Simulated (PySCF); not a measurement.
C₂H₃BFN.
InChI=1S/C2H3BFN/c1-2-3(4)5/h1H,5H2

Torsions of this conformer, `[CH:1]#[C:2][B:3]([NH2:4])[F:5]`: H–N4–B3–C2 0°, H–N4–B3–C2 180°.

The closed-shell ground state was solved at several levels (PySCF, density fitting, gas phase, non-relativistic). Geometry: GFN2-xTB; no solvent, vibrations or thermal averaging.

| level | basis functions | total energy (Eh) | HOMO (eV) | LUMO (eV) | gap (eV) | dipole (D) |
| --- | --- | --- | --- | --- | --- | --- |
| CAM-B3LYP/def2-SVPD | 127 | -257.2327 | -9.56 | 0.54 | 10.10 | 2.38 |
| B3LYP/pcJ-1 | 165 | -257.5351 | -7.82 | -0.64 | 7.18 | 2.47 |

(1) Estimate the row for PBE0/pcSseg-1, a basis of 100 functions; the other rows only guide the guess.

(2) Over all these levels, which gives the widest orbital gap and which the narrowest?

(3) How far do the dipole and the HOMO energy spread over the levels?

Answers

(1) Total energy -257.2006 Eh, HOMO -8.10 eV, LUMO -0.45 eV, gap 7.65 eV, dipole 2.46 D.

(2) CAM-B3LYP/def2-SVPD (range-separated hybrid) has the widest, 10.10 eV, and B3LYP/pcJ-1 (global hybrid, 20 % exact exchange) the narrowest, 7.18 eV. Functional and basis both differ between the two, so the spread mixes both effects.

(3) The dipole runs from 2.38 to 2.47 D (mean 2.43 D) and the HOMO from -9.56 to -7.82 eV.
